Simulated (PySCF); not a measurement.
Species: C8H15P.
Cartesian coordinates in Å at the GFN2-xTB level; atoms count from 1:
```
atom  x, y, z in Å
C1     2.167   -1.485    1.342
P2     0.828   -0.795    0.550
C3     0.041    0.488    1.583
C4    -0.634    1.536    0.689
C5    -1.029    0.972   -0.683
C6     0.197    0.841   -1.597
C7     1.387    0.198   -0.877
C8    -1.737   -0.379   -0.535
C9    -0.742   -1.497   -0.211
H10    2.654   -2.225    0.707
H11    1.856   -1.935    2.286
H12   -0.684   -0.004    2.237
H13    0.815    0.929    2.215
H14    0.041    2.380    0.534
H15   -1.525    1.922    1.191
H16   -1.728    1.676   -1.149
H17   -0.084    0.245   -2.468
H18    0.485    1.831   -1.962
H19    1.973   -0.435   -1.547
H20    2.070    0.945   -0.463
H21   -2.484   -0.298    0.258
H22   -2.268   -0.616   -1.460
H23   -0.440   -2.042   -1.111
H24   -1.170   -2.230    0.478
```

Definitions: NICS(0) = −σiso at the ring centroid; NICS(1) = −σiso and NICS(1)zz = −σzz at ±1 Å along the ring normal z. Level: GIAO PBE0/pcSseg-1 (PySCF, non-relativistic, gas phase) on the GFN2-xTB geometry, one conformer.

Ring bond lengths (Å), with Mayer bond orders in brackets: P2–C3 1.826 (0.95), C3–C4 1.534 (1.01), C4–C5 1.535 (1.01), C5–C6 1.535 (1.01), C6–C7 1.533 (1.00), C7–P2 1.826 (0.96); P2–C3 1.826 (0.95), C3–C4 1.534 (1.01), C4–C5 1.535 (1.01), C5–C8 1.533 (1.02), C8–C9 1.531 (1.00), C9–P2 1.880 (0.82).

**Question.** Give the NICS values of each ring in ppm.

**Answer.** 
| ring | type | NICS(0) | NICS(1), two faces | NICS(1)zz, two faces | rms pucker (Å) | centre to ring atoms, mean (Å) |
| --- | --- | --- | --- | --- | --- | --- |
| P2–C3–C4–C5–C6–C7 | 6-membered ring with P; formal bonds all single | -3.3 | -5.1 / -2.1 | -9.4 / 2.1 | 0.37 | 1.54 |
| P2–C3–C4–C5–C8–C9 | 6-membered ring with P; formal bonds all single | -3.4 | -2.5 / -5.2 | 1.6 / -9.6 | 0.39 | 1.54 |

**Question.** What can be read from them?

**Answer.** 
- P2–C3–C4–C5–C6–C7: mean NICS(1)zz -3.6 ppm, shielded. P2, C3, C4, C5, C6, C7 have four or more neighbours; no verdict on aromaticity is drawn. The two faces differ by 11.5 ppm, so no symmetry operation interchanges them.
- P2–C3–C4–C5–C8–C9: mean NICS(1)zz -4.0 ppm, shielded. P2, C3, C4, C5, C8, C9 have four or more neighbours, so the value isn't read as a sign of a π ring current. The two faces differ by 11.2 ppm, so no symmetry operation interchanges them.

**Question.** At the second NICS(1) probe listed for ring P2–C3–C4–C5–C8–C9, 1 Å off the ring, what do the in-plane components average?

**Answer.** The isotropic value is a third of the trace: (3 × -5.2 − (-9.6))/2 = -3.0 ppm.

**Question.** Give the inner angles of the rings and the Hirshfeld charges of the ring atoms.

**Answer.** 
- P2–C3–C4–C5–C6–C7: P2 101.1° (+0.360 e), C3 109.9° (-0.108 e), C4 112.5° (-0.067 e), C5 111.0° (-0.027 e), C6 112.1° (-0.069 e), C7 111.0° (-0.109 e); sum 657.5° against 720° for a flat convex ring.
- P2–C3–C4–C5–C8–C9: P2 97.5° (+0.360 e), C3 109.9° (-0.108 e), C4 112.5° (-0.067 e), C5 110.9° (-0.027 e), C8 111.3° (-0.070 e), C9 110.9° (-0.121 e); sum 653.0° against 720° for a flat convex ring.
